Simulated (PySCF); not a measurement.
SnHI3, SMILES [I][SnH]([I])[I]. Atoms are numbered in the order given.

```xyz
5

Sn     0.0000     0.0000     0.6876
I     -2.2066     1.2740    -0.2314
I      0.0000    -2.5480    -0.2314
I      2.2066     1.2740    -0.2314
H      0.0000     0.0000     2.4038
```
Charge 0, spin multiplicity 1.

Geometry: B3LYP-D3(BJ)/def2-SVP. The structure was generated by enumeration; whether it is a known compound was not checked. The def2 effective core potentials stand for the cores of I, Sn; spin–orbit coupling is left out.

Computed with B3LYP-D3(BJ)/def2-SVP (PySCF 2.14.0).

Frequencies are harmonic and unscaled.

Modes within 1.5 cm⁻¹ of each other (mostly degenerate sets) share a row, with their intensities summed.

| mode | ν (cm⁻¹) | IR (km/mol) | Raman (Å⁴/amu) | depolarisation | moving atoms (share of kinetic energy) |
|---|---|---|---|---|---|
| 1–2 | 51 | 0.8 | 8.8 | 0.75 | I 88 %, Sn 12 % |
| 3 | 71 | 1.2 | 4.9 | 0.45 | I 57 %, Sn 43 % |
| 4 | 173 | 2.9 | 19.6 | 0.02 | I 67 %, Sn 32 % |
| 5–6 | 215 | 67.4 | 9.3 | 0.75 | Sn 59 %, I 41 % |
| 7–8 | 533 | 224.5 | 39.5 | 0.75 | H 99 % |
| 9 | 1897 | 93.6 | 368.5 | 0.16 | H 99 % |
